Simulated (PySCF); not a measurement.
Bonds broken one at a time in the series Al F-H. All species are isolated molecules in the gas phase. Strings in code marks are SMILES.

Computed with B3LYP-D3(BJ)/def2-TZVP // PBE0-D3(BJ)/def2-TZVP (PySCF). All candidates: neutral, multiplicity 1. B3LYP has the VWN-RPA correlation part, as in Gaussian. 

The HOMO is -9.93 eV. The dipole moment is 1.35 D and the LUMO comes out as -1.15 eV.

### Question
Identify which member has these values.
A. `[F][AlH][F]`
B. `[F][AlH2]`
C. `[AlH3]`

### Answer
A, `[F][AlH][F]`. The others give `[AlH3]`: -8.40 eV, 0.00 D, -1.98 eV; `[F][AlH2]`: -8.61 eV, 1.35 D, -1.62 eV
